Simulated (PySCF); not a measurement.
# Electron correlation in Ru (ruthenium, neutral)

[Kr] 4d8, high-spin 3F determinant (an excited configuration). Computed with PySCF 2.14 in x2c-TZVPPall (8s6p6d2f1g, 79 functions), with the spin-free X2C one-electron Hamiltonian (Gaussian nucleus). Frozen: [Kr]; 8 electrons correlated.

| level | correlation energy (mhartree) |
| --- | --- |
| CCSD | -218.36 |
| (T) | -10.92 |
| CCSD(T) | -229.28 |

Diagnostics: T1 = 0.0077, D1 = 0.0130, largest double amplitude 0.028.

Problem. Is a single reference adequate?

Solution. Yes, within this model without spin-orbit coupling: T1 lies below 0.03 and no double amplitude reaches 0.07.
